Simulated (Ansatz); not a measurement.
Na₂Br₃. The state is a doublet with charge 0. Geometry PBE0-D4/def2-SVP.

```xyz
5

Na   -1.438   -0.816    0.116
Na    1.646    0.190    0.032
Br   -0.417    1.136   -1.767
Br    0.759   -2.282    0.549
Br   -0.551    1.772    1.069
```

LC-ωPBE has ω = 0.4 bohr⁻¹. In the doublet, Br3 and Br5 lie 2.91 Å apart (atoms count from 1), so these atoms are partly bonded to each other. The structure comes from a short search, and lower isomers may exist.

(1) Estimate the α-spin orbital energies around the gap (eV) in Ansatz with PBE-D4/def2-TZVP, r2SCAN-D4/def2-TZVP, r2SCANh-D4/def2-TZVP, PBE0-D4/def2-TZVP, LC-ωPBE/def2-TZVP.

Answers

(1) 
```csv
orbital,PBE-D4/def2-TZVP,r2SCAN-D4/def2-TZVP,r2SCANh-D4/def2-TZVP,PBE0-D4/def2-TZVP,LC-ωPBE/def2-TZVP
HOMO−9,-17.13,-17.82,-18.61,-19.34,-22.73
HOMO−8,-8.97,-9.40,-9.95,-10.49,-13.46
HOMO−7,-7.75,-8.11,-8.60,-9.10,-11.96
HOMO−6,-7.74,-8.08,-8.58,-9.10,-11.93
HOMO−5,-6.94,-7.29,-7.75,-8.23,-10.96
HOMO−4,-6.92,-7.27,-7.74,-8.22,-10.94
HOMO−3,-6.27,-6.53,-6.98,-7.47,-10.16
HOMO−2,-6.22,-6.50,-6.98,-7.43,-10.11
HOMO−1,-6.11,-6.48,-6.94,-7.41,-10.08
HOMO,-5.84,-6.12,-6.57,-7.06,-9.75
LUMO,-1.67,-1.02,-0.89,-1.09,0.17
LUMO+1,-1.13,-0.46,-0.35,-0.58,0.53
LUMO+2,0.07,0.65,0.76,0.57,1.80
LUMO+3,0.17,0.78,0.90,0.71,1.94
LUMO+4,0.48,1.02,1.11,0.92,2.05
LUMO+5,0.60,1.25,1.36,1.12,2.14
β HOMO,-5.84,-6.12,-6.57,-7.05,-9.74
β LUMO,-5.24,-5.17,-4.85,-4.44,-2.39
```
